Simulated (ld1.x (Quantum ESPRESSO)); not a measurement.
## Varying the TM potential for As

Base potential:

ld1.x (Quantum ESPRESSO) 7.5 input, shortened:

```
&input
   title='As', zed=33., rel=1, dft='PZ', iswitch=3,
   config='[Ar] 3d10 4s2 4p3 4d-2'
 /
 &inputp
   pseudotype=2, tm=.true., lloc=0,
   nlcc=.false.
 /
3
4P  2  1   3.00   0.00  1.90  1.90  0.0
4D  3  2  -2.00   0.45  1.90  1.90  0.0
4S  1  0   2.00   0.00  1.70  1.70  0.0
 &test
   configts(1)='4s2 4p3'
 /
```

Cutoffs, loose and tight: the cutoffs (Ry, on a coarse ladder) from which the occupation-weighted sum of valence levels, in a spherical-Bessel basis at the reference potential, stays within 10 and 1 mRy of its value at 400 Ry. They do not see the model core or the augmentation charge, which bear on the density cutoff. Test errors are all-electron minus pseudo excitation energies from the reference, over the configurations 4s2 4p2; 4s2 4p1; 4s2 4p0; 4s1 4p3; 4s1 4p4; 4s2 4p2.5; 4s0 4p5 (two spin-polarised tests are not counted in the largest error). A dash means not determined; rows that change the core or the reference have their own tests. The largest error is taken over the tests solved by every variant that gives reliable tests at all: 4s0 4p5; 4s1 4p3; 4s1 4p4; 4s2 4p1; 4s2 4p2; 4s2 4p2.5.

A true bound ghost makes a file unfit for plane-wave use even where its test errors are small: the radial tests pick states by their node count and pass the ghost by.

```tsv
change	outcome	cutoff, loose	cutoff, tight	bound ghosts	largest test error (meV)
base	generated	35 Ry	50 Ry	d	+30
reference 4s2 4p1	generated	35 Ry	50 Ry	none	+333
all radii scaled by about 1.24 (s 2.10, p 2.36, d 2.36 bohr)	generated	18 Ry	35 Ry	p	-18
wave 4d channel at 0.45 Ry: rc 1.90 bohr becomes 4d channel at 0.45 Ry: rc 2.94 bohr	generated	35 Ry	50 Ry	none	+30
core [Ar], valence charge 15; reference 3d10 4s2 4p2; waves now 4s (bound): rc 1.70 bohr; 4p (bound): rc 2.00 bohr; 4f channel at 0.2 Ry: rc 1.60 bohr; 3d (bound): rc 0.90 bohr; local potential the d channel; core correction Bessel-smoothed model core inside 0.60 bohr	generated	300 Ry	over 300 Ry	s, p	-661
wave 4d channel at 0.45 Ry: rc 1.90 bohr becomes 4d channel at 2.82 Ry: rc 1.90 bohr	generated	35 Ry	50 Ry	none	+30
functional PBE	generated	35 Ry	50 Ry	d	-23
local potential all-electron potential smoothed inside 1.40 bohr (lloc = -1)	generated	21 Ry	50 Ry	none	+43
core correction a·sin(br)/r model core inside 0.90 bohr	generated	35 Ry	50 Ry	d	-36
wave 4p (bound): rc 1.90 bohr becomes 4p (bound): rc 2.94 bohr	generated	35 Ry	45 Ry	d, p	+58
local potential all-electron potential smoothed inside 1.30 bohr (lloc = -1)	generated	21 Ry	50 Ry	none	+334
```
